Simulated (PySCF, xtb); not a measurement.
Cd(OMe)(SeH) (CH4CdOSe), SMILES C[O][Cd][SeH].

GFN2-xTB (xtb) at its own geometry gives an orbital gap of 2.80 eV and a dipole moment of 5.30 D.

Geometry optimised at B3LYP-D3(BJ)/def2-SVP. The def2 effective core potentials stand for the cores of Cd; spin–orbit coupling is left out. One conformer was computed; it need not be the lowest.

What does PySCF with CAM-B3LYP/def2-TZVP give? (Estimate from the structure and the level; the computed values follow.)

gap 7.59 eV (levels -8.33 and -0.73 eV), dipole 1.11 D.
